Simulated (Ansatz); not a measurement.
A further run on (F2B-mu-H)2 (B2H2F4).

```yaml
crystal:
  periodic: [false, false, false]
  atoms:
    - {symbol: B, position_ang: [-0.564729, -0.149728, 0.686176]}
    - {symbol: F, position_ang: [-1.275211, -1.272400, 0.719738]}
    - {symbol: F, position_ang: [-0.677975, 0.754539, 1.653535]}
    - {symbol: H, position_ang: [0.749787, -0.459080, 0.516933]}
    - {symbol: B, position_ang: [0.564738, 0.149723, -0.686171]}
    - {symbol: F, position_ang: [0.677981, -0.754523, -1.653550]}
    - {symbol: F, position_ang: [1.275196, 1.272411, -0.719727]}
    - {symbol: H, position_ang: [-0.749788, 0.459059, -0.516933]}
basis:
  gaussian: {orbitals: def2-mTZVPP, final_grid: {core_spheres: 5, valence_spheres: 4, degree: 11}}
hamiltonian: {xc: {name: wB97M-V}}
scf: {omitted_lower_state_checks: [starts]}
output: {forces: true}
```

```sh
$ ansatz run in.yaml --threads 4 --pin off --events-out ev --progress --plain --max-ram 3916MiB
```

Shortened log:

```
Functional definition: wB97M-V
1072 factors; their error is unknown
300 factors; integrals over basis functions are off by at most 9.5e-6 eV
mean field evaluation 1: about -12256.1597 eV, gradient 5.2e1 eV
mean field evaluation 2: about -12255.9257 eV, gradient 6.0e1 eV
mean field evaluation 4: about -12260.2273 eV, gradient 2.1e-1 eV
mean field evaluation 8: about -12260.2368 eV, gradient 1.5e-1 eV
mean field evaluation 16: about -12260.2368 eV, gradient 4.7e-6 eV
mean field -12260.23682462 eV, -450.5553930178 hartree, gradient 6.7e-6 eV, S^2 0.000000; 0 other end points of the search recorded, 0 dependent functions left out
reference -12260.23687920 eV, -450.5553950237 hartree; 24, 24 occupied and 120, 120 virtual orbitals, 1072 factors
Total energy: -12260.23687920 eV, -450.5553950237 hartree
Atom 0 at    -0.564729    -0.149728     0.686176 Å, force     0.095357     0.025334    -0.115890 eV/Å
Atom 1 at    -1.275211    -1.272400     0.719738 Å, force    -0.091019    -0.215361    -0.059399 eV/Å
Atom 2 at    -0.677975     0.754539     1.653535 Å, force     0.031258     0.199591     0.131736 eV/Å
Atom 3 at     0.749787    -0.459080     0.516933 Å, force    -0.167250     0.102604    -0.115731 eV/Å
Atom 4 at     0.564738     0.149723    -0.686171 Å, force    -0.095581    -0.025209     0.115759 eV/Å
Atom 5 at     0.677981    -0.754523    -1.653550 Å, force    -0.031182    -0.199622    -0.131678 eV/Å
Atom 6 at     1.275196     1.272411    -0.719727 Å, force     0.091054     0.215270     0.059462 eV/Å
Atom 7 at    -0.749788     0.459059    -0.516933 Å, force     0.167362    -0.102608     0.115740 eV/Å
Dipole moment:     0.000010    -0.000010     0.000002 e Å
Checks for a lower state left out: starts
```

Run time 2.6 s (4 threads of Arm Neoverse V2 on a shared host).
